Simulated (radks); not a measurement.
Values are calculated unless marked as measured or tabulated.
Ionisation of neutral tin, [Kr] 4d10 5s2 5p2, to [Kr] 4d10 5s2 5p1 as the strength of local exchange is varied. Code: a radial shooting solver on a logarithmic mesh with Libxc functionals. Model: Dirac Kohn-Sham, Slater X-alpha exchange (alpha = 2/3 is LDA exchange), no correlation, spin-unpolarised, spherical densities, finite nucleus; open shells fill j = l - 1/2 first; Fermi nuclear charge, rms radius 4.6519 fm.

| alpha | E(Sn) (hartree) | exchange (hartree) | IE (eV) | -e of the level emptied (eV) | <r> of it (bohr) |
|---|---|---|---|---|---|
| 0.647 | -6164.18476 | -150.30340 | 6.157 | 2.951 (5p1/2) | 3.262 |
| 0.667 | -6168.83265 | -155.06448 | 6.298 | 3.069 (5p1/2) | 3.235 |
| 0.735 | -6184.66123 | -171.30343 | 6.790 | 3.486 (5p1/2) | 3.149 |
| 0.759 | -6190.25729 | -177.05372 | 6.968 | 3.639 (5p1/2) | 3.121 |
| ? | -6235.20398 | -223.41038 | 8.466 | 4.950 (5p1/2) | 2.918 |

Which alpha was used in the last row?

Answer. alpha = 0.951. NIST Atomic Spectra Database: 7.344 eV (measured). The Delta-SCF value meets it near alpha = 0.81. Spin polarisation and multiplet splitting are left out, so open shells lie too high by an amount that depends on their filling.

Beside tabulated values, note that spin-unpolarised runs miss the spin-polarisation part of the exchange energy of open shells.
